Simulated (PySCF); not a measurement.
# Gas-phase XPS of cyclopropyl cyanosilane, computed

Species: cyclopropyl cyanosilane, C4H7NSi.
Atom-mapped SMILES: `[N:1]#[C:2][SiH2:3][CH:4]1[CH2:5][CH2:6]1`

Theory: delta-SCF UKS SCAN, pcX-2 on the ionised atom, pcseg-1 elsewhere, spin-free X2C in PySCF. Vertical ΔSCF values, vacuum level as zero.

**Question.** Give the core binding energies atom by atom.

**Answer.** 
| atom(s) | bonded to | level | binding energy (eV) | 2p1/2 (eV) | above the level's lowest (eV) | count |
| --- | --- | --- | --- | --- | --- | --- |
| Si3 | 2 C and 2 H | Si 1s | 1847.44 | – | 0.00 | 1 |
| N1 | C (triple bond) | N 1s | 405.18 | – | 0.00 | 1 |
| C2 | N (triple bond) and Si | C 1s | 291.71 | – | +1.00 | 1 |
| C5/C6 | 2 C and 2 H | C 1s | 290.95 | – | +0.24 | 2 |
| C4 | 2 C, H and Si | C 1s | 290.71 | – | 0.00 | 1 |
| Si3 | 2 C and 2 H | Si 2p3/2 | 107.63 | 108.25 | 0.00 | 1 |

Lowest listed C 1s: C4, bonded to 2 C, H and Si. Highest, 1.00 eV above it: C2, bonded to N (triple bond) and Si. Summing the Pauling electronegativity differences to the bonded atoms, each weighted by its formal bond order, gives -1.00 for the lowest site and +0.82 for the highest; no listed site has a larger sum than the highest.

**Question.** Express the binding energy of C 1s of C5/C6 in atomic units and per mole.

**Answer.** 290.95 eV = 10.6922 Eh = 28072 kJ/mol.

**Question.** What is the C 1s shift of C5/C6 against C2?

**Answer.** 290.95 − 291.71 = -0.76 eV, or -73 kJ/mol.

The first atom of each set that the bonding makes equivalent was ionised and stands for the set. 2p3/2 and 2p1/2 are the ΔSCF energy of one spin-free 2p hole plus the eigenvalues of a spin–orbit and ligand-field matrix of the shell. 2p1/2 minus 2p3/2 (ligand field included): Si 0.62 eV. Geometry: GFN2-xTB, one conformer, isolated molecule.

Conformer computed: `[N:1]#[C:2][SiH2:3][CH:4]1[CH2:5][CH2:6]1`: C2–Si3–C4–C5 35°.
